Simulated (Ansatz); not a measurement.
A made-up structure of BSiHF₂, closed shell:

```xyz
5
angstrom
F -0.5404 -1.0502 2.5387
B -0.3976 0.3966 -0.7306
Si -0.0217 -0.4408 1.0275
F 0.1600 -0.4750 -1.7321
H 0.3602 1.2546 -0.6203
```

It is relaxed with PBE-D4/def2-SVP and then PBE0-D4/def2-TZVP (Ansatz 0.2.0). Atoms count as bonded within 1.22 times the sum of their covalent radii (H–H: 0.88 Å). The end point is not checked to be a true minimum.

Problem. Does its bonding change? (A judgement: the text doesn't fix the answer.)

Solution. Computed: No: no bond forms or breaks.

Where it ends: The first stage lowers the energy by 1.51 eV in 11 steps. It ends as BSiHF₂ ([F][BH][Si][F]):
```xyz
5
angstrom
F -0.8764 -0.6938 1.9461
B 0.0518 0.2111 -0.5083
Si 0.6023 -0.7608 1.2762
F -0.1626 -0.4827 -1.6173
H -0.0547 1.4112 -0.6136
```

Labels in which every atom is bracketed show which atoms are joined, not bond orders.

For scale, one of the runs: PBE0-D4/def2-TZVP relaxation, 136 basis functions, launched by `ansatz run in.yaml --threads 2 --pin off --events-out ev --progress --plain --max-ram 4352MiB`. The run took about 22 s on 2 CPU threads of an Arm Neoverse V1 (shared host).
